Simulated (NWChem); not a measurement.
Molecule: C₃H₆O; SMILES C1COC1

```xyz
10

C      0.0000     0.0000     1.0670
C      0.0000     1.0253    -0.0739
O      0.0000     0.0000    -1.0629
C      0.0000    -1.0253    -0.0739
H      0.8945     0.0000     1.7047
H     -0.8945     0.0000     1.7047
H     -0.8952     1.6702    -0.1376
H      0.8952     1.6702    -0.1376
H      0.8952    -1.6702    -0.1376
H     -0.8952    -1.6702    -0.1376
```
Atoms are numbered in this order, from 1.

Level: PBE0/def2-SVP (NWChem), optimised geometry, unscaled harmonic frequencies. 

List the harmonic frequencies with IR intensities, and the thermochemistry.


```csv
frequency (cm⁻¹),IR intensity (km/mol)
72,2.4
765,0.7
827,3.4
841,0.0
971,2.5
974,27.7
1093,12.3
1113,116.6
1158,2.4
1176,0.0
1191,0.3
1225,0.0
1260,9.9
1315,0.0
1389,4.2
1465,5.3
1499,1.9
1531,0.1
3030,150.0
3041,1.4
3086,0.0
3086,80.8
3108,17.9
3174,16.3
```

```json
{
  "zero_point_energy": "54.9 kcal/mol",
  "thermal correction to the enthalpy at 298.15 K (with zero-point energy)": "58.0 kcal/mol",
  "heat capacity Cv": "12.7 cal/(mol K)",
  "entropy at 298.15 K and 1 atm (symmetry number 2)": "65.3 cal/(mol K)",
  "dipole_moment": "1.93 D"
}
```

Rigid rotor and harmonic oscillator; modes under 100 cm⁻¹ make the entropy uncertain.
